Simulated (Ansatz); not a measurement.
Ansatz (a program for electronic structure) input:

Ansatz 0.2 input:
```yaml
crystal:
  periodic: [false, false, false]
  atoms:
    - {symbol: In, position_ang: [-0.36572805, -0.71860114, -0.32152517]}
    - {symbol: O, position_ang: [1.56040392, -0.28754232, -1.21028621]}
    - {symbol: H, position_ang: [2.13261988, -0.50729500, -0.47661798]}
    - {symbol: O, position_ang: [-0.03048442, -0.83320635, 1.81362200]}
    - {symbol: H, position_ang: [-0.70540614, -0.22734292, 2.11534756]}
    - {symbol: O, position_ang: [-1.58239029, 1.04128790, -0.64648796]}
    - {symbol: H, position_ang: [-1.06335200, 1.47399423, -1.32285135]}
basis:
  gaussian:
    orbitals: def2-TZVP
hamiltonian:
  xc: b3lyp
  dispersion: d3bj
total_charge: -1
magnetization: {spin_polarized: true, initial_magnetization: 1}
relax: {f_tol: 0.002, max_steps: 150}
```

Question: What final total energy does it print?

Answer: -417.88170 Eh (B3LYP-D3(BJ)/def2-TZVP). The basis has 161 functions.
